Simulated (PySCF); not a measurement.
## How the method changes the constants of LiTl

State: ¹Σ⁺ (singlet), closed shell. Set-up: Li cc-pVDZ, Tl cc-pVDZ-PP with ECP60; scalar-relativistic core potentials (PySCF 2.14). De refers to Li + Tl in their high-spin ground configurations, without counterpoise correction. A positive dipole means Li(−)Tl(+).

| Level | Re (Å) | ωe (cm⁻¹) | De (eV) | μ (D) | CPU s a point (SCF and correlation, without the integrals) |
| --- | --- | --- | --- | --- | --- |
| RHF-MP2 | 3.021 | 268 | 0.72 | n/a | 0.042 |
| RHF-SCS-MP2 | 3.043 | 262 | 0.75 | n/a | n/a |
| RHF-CCSD | 3.025 | 261 | 0.90 | n/a | n/a |
| RHF-CCSD(T) | 3.020 | 259 | 0.94 | n/a | 0.54 |
| PBE | 3.055 | 245 | 0.97 | -0.68 | 0.36 |
| TPSS | 3.065 | 243 | 1.01 | -0.68 | 0.6 |
| r²SCAN | 3.036 | 253 | 0.82 | -1.26 | 0.54 |
| B3LYP | 3.025 | 254 | 0.94 | -1.21 | 0.4 |
| PBE0 | 3.035 | 255 | 0.87 | -1.19 | 0.63 |
| M06-2X | 3.002 | 262 | 0.86 | -1.20 | 0.5 |

The bond length runs from 3.002 Å (M06-2X) to 3.065 Å (TPSS). De spans 0.72 eV (RHF-MP2, perturbation theory) to 1.01 eV (TPSS, meta-GGA).

Correlated steps freeze 4 core orbitals. Closed-shell solutions of metal pairs were not tested for spin polarisation, which can lower them a little. Correlated levels converge slowly with the basis: in double zeta they bind strong bonds too weakly, by up to about 1 eV, and carry superposition errors of some tenths. Spin–orbit coupling is left out, which matters for elements this heavy, above all for dissociation energies. Where the molecule has an RHF reference, its open-shell atoms are computed with UHF.

The whole job (state search and all levels along the bond) took about 1.1 min on 1 thread of Arm Neoverse V1 (shared host), peak memory 0.43 GiB.
